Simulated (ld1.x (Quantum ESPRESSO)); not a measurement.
**Ho: excitation energies, all-electron against TM**

- Element: holmium
- Generator: ld1.x (Quantum ESPRESSO) 7.5
- Type: norm-conserving Troullier–Martins (Kleinman–Bylander form)
- Functional: PBEsol
- Relativity: fully relativistic
- Frozen core: [Kr] 4d10 4f10
- Valence charge: 11
- Reference configuration: 5s2 5p6 5d1 6s2 6p0
- Partial waves: 5s (bound): rc 1.80 bohr; 5d (bound): rc 2.45 bohr; 5p (bound): rc 1.30 bohr
- Local potential: the p channel
- Core correction: none

Open shells are filled in proportion to 2j + 1 (rel_dist='average').

Occupied shells without a wave of their own: 6s. They enter only through the test configuration that unscreens the potential.

Energies are relative to the spin-unpolarised reference configuration 5s2 5p6 5d1 6s2 6p0; without spin polarisation the order of configurations can differ from experiment. Not all tests gave a result: 1 of 7 tests not solved or not reliable. Left out of the table: 5s2 5p6 5d1 6s1 6p1 (solver errors, printed error -4.1 eV). The p channel is local and has no spin–orbit splitting in the pseudo-atom.

Task: Give the all-electron excitation energy and the error of the potential for: 5s2 5p6 5d1 6s1 6p0; 5s2 5p6 5d1 6s0 6p0; 5s2 5p6 5d0 6s0 6p0; 5s2 5p5 5d1 6s2 6p0; 5s1 5p6 5d1 6s2 6p0; 5s2 5p6 5d2 6s1 6p0.

Result:

```json
{"valence configuration": "5s2 5p6 5d1 6s1 6p0", "charge": "+1", "ΔE all-electron (eV)": "6.969", "error AE − PS (meV)": "-303"}
{"valence configuration": "5s2 5p6 5d1 6s0 6p0", "charge": "+2", "ΔE all-electron (eV)": "19.510", "error AE − PS (meV)": "-775"}
{"valence configuration": "5s2 5p6 5d0 6s0 6p0", "charge": "+3", "ΔE all-electron (eV)": "39.392", "error AE − PS (meV)": "-1165"}
{"valence configuration": "5s2 5p5 5d1 6s2 6p0", "charge": "+1", "ΔE all-electron (eV)": "34.627", "error AE − PS (meV)": "+38"}
{"valence configuration": "5s1 5p6 5d1 6s2 6p0", "charge": "+1", "ΔE all-electron (eV)": "60.164", "error AE − PS (meV)": "-308"}
{"valence configuration": "5s2 5p6 5d2 6s1 6p0", "charge": "0", "ΔE all-electron (eV)": "2.284", "error AE − PS (meV)": "-210"}
```

Levels in the configuration 5s2 5p6 5d2 6s1 6p0:

| level | all-electron (eV) | pseudo (eV) |
| --- | --- | --- |
| 5s j=1/2 | -53.047 | -53.154 |
| 5p j=1/2 | -31.722 | -28.131 |
| 5p j=3/2 | -26.418 | -28.131 |
| 5d j=3/2 | -1.732 | -1.793 |
| 5d j=5/2 | -1.477 | -1.535 |
| 6s j=1/2 | -3.989 | -4.239 |

These tests converged, but a pseudo level misses the all-electron one widely, so the file describes the atom poorly there or has found another state: 5s2 5p6 5d1 6s1 6p0: 5p by 3.5 eV; 5s2 5p5 5d1 6s2 6p0: 5p by 3.7 eV; 5s1 5p6 5d1 6s2 6p0: 5p by 3.6 eV; 5s2 5p6 5d2 6s1 6p0: 5p by 3.6 eV. ld1.x printed “convergence not achieved” for 5 of the counted tests; their residual had stalled under 1e-8, short of the target of 1e-14. The 6s level has no wave, so the channel is fitted at the deeper level alone: the likely source of the large errors.

A Bessel basis up to 400 Ry misses an occupied level by 1.15 Ry, so cutoffs and ghosts were not judged. The potential misses its own reference levels by up to 3.7 eV, so it is not fit for use.
